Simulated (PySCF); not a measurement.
Compound: C₄H₉NSSi₂.
Numbering: `[SiH3:1][N:2]([SiH3:3])[c:4]1[cH:5][cH:6][s:7][cH:8]1` (hydrogens: H9, H10, H11 on Si1; H12, H13, H14 on Si3; H15 on C5; H16 on C6; H17 on C8)

The same species was optimised twice, with GFN2-xTB and with PBE0-D3(BJ)/def2-SVP (PySCF), and the same property calculations (PySCF, gas phase) were run on both structures.

```json
{"coordinate": "N2–C4 (Å)", "GFN2-xTB": "1.390", "PBE0-D3(BJ)/def2-SVP": "1.408", "change": "+0.018"}
{"coordinate": "C4–C8 (Å)", "GFN2-xTB": "1.365", "PBE0-D3(BJ)/def2-SVP": "1.380", "change": "+0.015"}
{"coordinate": "C5–C6 (Å)", "GFN2-xTB": "1.354", "PBE0-D3(BJ)/def2-SVP": "1.368", "change": "+0.014"}
{"coordinate": "Si1–N2 (Å)", "GFN2-xTB": "1.747", "PBE0-D3(BJ)/def2-SVP": "1.760", "change": "+0.013"}
{"coordinate": "N2–Si3 (Å)", "GFN2-xTB": "1.748", "PBE0-D3(BJ)/def2-SVP": "1.760", "change": "+0.012"}
{"coordinate": "C4–C5 (Å)", "GFN2-xTB": "1.425", "PBE0-D3(BJ)/def2-SVP": "1.434", "change": "+0.009"}
{"coordinate": "C6–S7 (Å)", "GFN2-xTB": "1.718", "PBE0-D3(BJ)/def2-SVP": "1.713", "change": "-0.005"}
{"coordinate": "S7–C8 (Å)", "GFN2-xTB": "1.722", "PBE0-D3(BJ)/def2-SVP": "1.717", "change": "-0.005"}
{"coordinate": "C6–S7–C8 (°)", "GFN2-xTB": "90.9", "PBE0-D3(BJ)/def2-SVP": "91.9", "change": "+1.0"}
{"coordinate": "Si1–N2–Si3 (°)", "GFN2-xTB": "123.8", "PBE0-D3(BJ)/def2-SVP": "123.0", "change": "-0.8"}
{"coordinate": "Si3–N2–C4 (°)", "GFN2-xTB": "118.3", "PBE0-D3(BJ)/def2-SVP": "119.0", "change": "+0.7"}
{"coordinate": "C4–C8–S7 (°)", "GFN2-xTB": "112.6", "PBE0-D3(BJ)/def2-SVP": "112.0", "change": "-0.6"}
{"coordinate": "C4–C5–C6 (°)", "GFN2-xTB": "113.1", "PBE0-D3(BJ)/def2-SVP": "112.7", "change": "-0.4"}
{"coordinate": "N2–C4–C5 (°)", "GFN2-xTB": "124.0", "PBE0-D3(BJ)/def2-SVP": "123.6", "change": "-0.4"}
{"coordinate": "N2–C4–C8 (°)", "GFN2-xTB": "124.8", "PBE0-D3(BJ)/def2-SVP": "125.0", "change": "+0.2"}
{"coordinate": "C5–C6–S7 (°)", "GFN2-xTB": "112.1", "PBE0-D3(BJ)/def2-SVP": "111.9", "change": "-0.2"}
{"coordinate": "Si1–N2–C4–C5 (°)", "GFN2-xTB": "-154", "PBE0-D3(BJ)/def2-SVP": "-155", "change": "-1"}
```

Rotational constants: A = 2179, B = 807.6, C = 612.2 MHz (GFN2-xTB) against A = 2149, B = 794.1, C = 600.5 MHz (PBE0-D3(BJ)/def2-SVP). Point groups within 0.08 Å: C1 and C1.

On the GFN2-xTB structure: lowest singlet, TDDFT (eV) 5.08 [CAM-B3LYP/def2-SVPD]; lowest triplet, Tamm–Dancoff (eV) 3.60 [CAM-B3LYP/def2-SVPD]; isotropic polarisability (au) 121.0 [CAM-B3LYP/def2-SVPD]; HOMO (eV) -7.32 [CAM-B3LYP/def2-SVPD]; LUMO (eV) 0.61 [CAM-B3LYP/def2-SVPD]; dipole (D) 0.84 [CAM-B3LYP/def2-SVPD]; HOMO (eV) -6.13 [PBE0/pcSseg-1]; LUMO (eV) -0.38 [PBE0/pcSseg-1]; dipole (D) 0.82 [PBE0/pcSseg-1]; GIAO shielding of Si1/Si3 (mean) (ppm) 398.7 [PBE0/pcSseg-1]; GIAO shielding of N2 (ppm) 232.3 [PBE0/pcSseg-1]; GIAO shielding of C4 (ppm) 33.1 [PBE0/pcSseg-1]; GIAO shielding of C5 (ppm) 62.0 [PBE0/pcSseg-1]; GIAO shielding of C6 (ppm) 53.2 [PBE0/pcSseg-1]; GIAO shielding of S7 (ppm) 308.1 [PBE0/pcSseg-1]; GIAO shielding of C8 (ppm) 75.2 [PBE0/pcSseg-1].

What do these properties become on the PBE0-D3(BJ)/def2-SVP structure?

```csv
property,level,on GFN2-xTB,on PBE0-D3(BJ)/def2-SVP,change
"lowest singlet, TDDFT (eV)",CAM-B3LYP/def2-SVPD,5.08,5.05,-0.03
"lowest triplet, Tamm–Dancoff (eV)",CAM-B3LYP/def2-SVPD,3.60,3.56,-0.04
isotropic polarisability (au),CAM-B3LYP/def2-SVPD,121.0,124.2,+3.2
HOMO (eV),CAM-B3LYP/def2-SVPD,-7.32,-7.42,-0.10
LUMO (eV),CAM-B3LYP/def2-SVPD,0.61,0.49,-0.12
dipole (D),CAM-B3LYP/def2-SVPD,0.84,0.62,-0.22
"energy, GFN2-xTB geometry as zero (kcal/mol)",CAM-B3LYP/def2-SVPD,0.0,-2.4,-2.4
HOMO (eV),PBE0/pcSseg-1,-6.13,-6.24,-0.11
LUMO (eV),PBE0/pcSseg-1,-0.38,-0.51,-0.13
dipole (D),PBE0/pcSseg-1,0.82,0.59,-0.23
"energy, GFN2-xTB geometry as zero (kcal/mol)",PBE0/pcSseg-1,0.0,-2.2,-2.2
GIAO shielding of Si1/Si3 (mean) (ppm),PBE0/pcSseg-1,398.7,398.2,-0.5
GIAO shielding of N2 (ppm),PBE0/pcSseg-1,232.3,224.8,-7.5
GIAO shielding of C4 (ppm),PBE0/pcSseg-1,33.1,31.8,-1.3
GIAO shielding of C5 (ppm),PBE0/pcSseg-1,62.0,59.2,-2.8
GIAO shielding of C6 (ppm),PBE0/pcSseg-1,53.2,51.4,-1.8
GIAO shielding of S7 (ppm),PBE0/pcSseg-1,308.1,302.9,-5.2
GIAO shielding of C8 (ppm),PBE0/pcSseg-1,75.2,72.9,-2.3
```

The heavy atoms differ by 0.025 Å rms after alignment. Among bonds between heavy atoms N2–C4 changes most (+0.018 Å). Changes are differences of the printed values. Neither structure is proved a minimum here.

Shape of the structure used: `[SiH3:1][N:2]([SiH3:3])[c:4]1[cH:5][cH:6][s:7][cH:8]1`: Si1–N2–C4–C5 -155°.
